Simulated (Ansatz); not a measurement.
`F[Si]([SiH3])([SiH3])Cl` + `O=C=[N][GaH][Cl]` → `F[SiH]([SiH3])[SiH3]` + `O=C=[N][Ga]([Cl])[Cl]`  (redistribution)

Isolated molecules relaxed with PBE0-D4/def2-TZVP in Ansatz; ΔE leaves out vibrations. CBS: MP2 limit from def2 TZ/QZ plus the TZ coupled-cluster correction, frozen cores. Functionals use def2-TZVPP. HSE06 is defined as in plane-wave codes. For Ga outer-core shells are correlated without core-valence functions, which leaves a few kJ/mol of doubt a bond. Scalar relativity is left out up to krypton. One conformer a species, not always the lowest.

```tsv
level	ΔE (kJ/mol)	difference from CCSD(T)/CBS
LDA (SPW92)	13.6	9.5
PBE-D4	9.2	5.1
BLYP-D4	9.8	5.7
B97M-V	9.1	5.0
HSE06-D4	4.9	0.8
CAM-B3LYP-D4	6.0	1.9
PBE	7.2	3.1
BLYP	5.2	1.1
r2SCANh	4.3	0.2
HSE06	3.1	-1.0
CAM-B3LYP	4.0	-0.1
LC-ωPBE	3.8	-0.3
RPA@PBE/def2-TZVPP	-3.0	-7.1
HF/def2-TZVPP	-10.0	-14.1
CCSD(T)/def2-TZVPP	-2.2	-6.3
MP2/def2-QZVPP	4.8	0.7
CCSD(T)/CBS	4.1	0
```

Largest T1 diagnostic among the species: 0.015.

From PBE to PBE0 (25 % exact exchange), in def2-TZVPP and without D4, ΔE moves by −3.8 kJ/mol. In def2-TZVPP, CCSD(T) changes the Hartree–Fock value by +7.8 kJ/mol (the triples alone add +1.1 kJ/mol) and MP2 by +10.7 kJ/mol.
